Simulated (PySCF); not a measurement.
Se(SH)(OSiH3) (H4OSSeSi), SMILES [SiH3]O[Se]S.

Coordinates come from a PBE0-D3(BJ)/def2-SVP optimisation. The structure was generated by enumeration, and PubChem lists no compound with its InChIKey, so it may never have been made. Other conformers were not sampled.

Method: TDA-B3LYP/def2-SVPD (PySCF 2.14.0).

Vertical excitations. 

```tsv
state	energy (eV)	λ (nm)	f	main pairs
S1	3.92	316	0.002	HOMO→LUMO+1 99 %
S2	4.04	307	0.002	HOMO→LUMO 99 %
S3	5.10	243	0.005	HOMO−1→LUMO 66 %, HOMO−1→LUMO+1 31 %
S4	5.40	229	0.008	HOMO→LUMO+2 79 %
S5	5.44	228	0.015	HOMO−1→LUMO+1 41 %, HOMO→LUMO+2 18 %, HOMO−1→LUMO 18 %, HOMO−2→LUMO 12 %
S6	5.71	217	0.009	HOMO−2→LUMO+1 51 %, HOMO−2→LUMO 46 %
S7	6.21	200	0.016	HOMO→LUMO+3 75 %
S8	6.37	195	0.040	HOMO−1→LUMO+2 89 %
S9	6.39	194	0.126	HOMO−2→LUMO 24 %, HOMO−2→LUMO+1 22 %, HOMO→LUMO+3 22 %, HOMO−1→LUMO+1 7 %
S10	6.57	189	0.010	HOMO→LUMO+4 95 %
T1	3.17	392	0	HOMO→LUMO 66 %, HOMO→LUMO+1 32 %
T2	3.35	370	0	HOMO→LUMO+1 66 %, HOMO→LUMO 32 %
T3	4.43	280	0	HOMO−1→LUMO 80 %, HOMO−1→LUMO+1 17 %
T4	4.84	256	0	HOMO−1→LUMO+1 78 %, HOMO−1→LUMO 17 %
```
Triplets are in the Tamm–Dancoff approximation.
